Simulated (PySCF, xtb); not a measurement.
C6H10, SMILES CC=C=CCC. The values are those of a single conformer.

Harmonic wavenumbers (cm⁻¹) from GFN2-xTB in xtb 6.7.1 at its own minimum, in rising order: 49, 124, 138, 180, 217, 238, 387, 490, 534, 704, 815, 863, 895, 961, 1028, 1059, 1072, 1085, 1114, 1179, 1234, 1255, 1317, 1395, 1410, 1446, 1479, 1481, 1494, 1501, 1506, 2093, 2944, 2988, 2994, 3008, 3015, 3016, 3029, 3031, 3036, 3047.

Q: What does PBE-D3(BJ)/def2-SVP run with PySCF give at its own minimum? (An estimate is asked for; the answer gives what the named calculation found.)

A: 56, 130, 152, 198, 226, 261, 383, 523, 551, 703, 758, 836, 867, 900, 999, 1007, 1046, 1049, 1083, 1131, 1215, 1242, 1288, 1332, 1342, 1393, 1403, 1403, 1417, 1427, 1450, 2026, 2957, 2959, 2968, 3021, 3029, 3035, 3040, 3057, 3063, 3079. Paired by order, the mean absolute difference is 34 cm⁻¹ and the zero-point energies are 87.0 and 85.8 kcal/mol.
